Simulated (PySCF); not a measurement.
Isomers of C5H10OS, one GFN2-xTB conformer each. Single-point energies are computed at PBE0/pcSseg-1 (PySCF, gas phase, no added dispersion term), electronic only.

```
             SMILES  GFN2-xTB relative energy (kcal/mol)
    C=CCC[S@@](C)=O                                 33.4
CC[C@H]1C[S@](=O)C1                                 11.5
         O=S1CCCCC1                                  0.0
   CS[C@H](C)C(C)=O                                  4.7
          CSCOC1CC1                                 20.0
```

Conformers: `[CH2:1]=[CH:2][CH2:3][CH2:4][S@@:5]([CH3:6])=[O:7]` with C1–C2–C3–C4 -123°, C2–C3–C4–S5 -67°, C3–C4–S5–C6 -176°; `[CH3:1][CH2:2][C@H:3]1[CH2:4][S@:5](=[O:6])[CH2:7]1` with C1–C2–C3–C4 179°, C2–C3–C4–S5 95°, C3–C4–S5–O6 124°, C4–S5–C7–C3 -18°, C2–C3–C7–S5 -95°; `[O:1]=[S:2]1[CH2:3][CH2:4][CH2:5][CH2:6][CH2:7]1` with O1–S2–C3–C4 -170°, S2–C3–C4–C5 67°, C3–C4–C5–C6 -61°, C4–C5–C6–C7 61°; `[CH3:1][S:2][C@H:3]([CH3:4])[C:5]([CH3:6])=[O:7]` with C1–S2–C3–C4 55°, S2–C3–C5–C6 -85°; `[CH3:1][S:2][CH2:3][O:4][CH:5]1[CH2:6][CH2:7]1` with C1–S2–C3–O4 64°, S2–C3–O4–C5 76°, C3–O4–C5–C6 -90°.

What does PBE0/pcSseg-1 give for the same structures?

```
             SMILES  PBE0/pcSseg-1 E (Eh)  PBE0/pcSseg-1 (kcal/mol)  GFN2-xTB (kcal/mol)  point group
   CS[C@H](C)C(C)=O            -669.46000                       0.0                  4.7           C1
         O=S1CCCCC1            -669.41862                      26.0                  0.0           Cs
          CSCOC1CC1            -669.40687                      33.3                 20.0           C1
CC[C@H]1C[S@](=O)C1            -669.39324                      41.9                 11.5           C1
    C=CCC[S@@](C)=O            -669.37799                      51.5                 33.4           C1
```

GFN2-xTB puts O=S1CCCCC1 lowest instead; measured from each level's own lowest isomer, the values differ by up to 30.4 kcal/mol (CC[C@H]1C[S@](=O)C1: 11.5 against 41.9). As drawn, the lowest has a C=O bond, which the highest lacks; the highest has an S=O bond and a C=C bond outside aromatic rings, which the lowest lacks.

Which frontier levels, dipoles and rotational constants go with these structures?

| SMILES | HOMO (eV, PBE0/pcSseg-1) | LUMO (eV) | dipole (D) | A, B, C (MHz) |
| --- | --- | --- | --- | --- |
| CS[C@H](C)C(C)=O | -6.55 | -0.62 | 1.45 | 2724, 1719, 1580 |
| O=S1CCCCC1 | -6.47 | 0.78 | 4.33 | 3907, 1885, 1422 |
| CSCOC1CC1 | -6.42 | 1.04 | 0.66 | 4046, 1316, 1232 |
| CC[C@H]1C[S@](=O)C1 | -6.47 | 0.44 | 4.13 | 5929, 1243, 1171 |
| C=CCC[S@@](C)=O | -6.62 | 0.22 | 3.58 | 4820, 1100, 1051 |
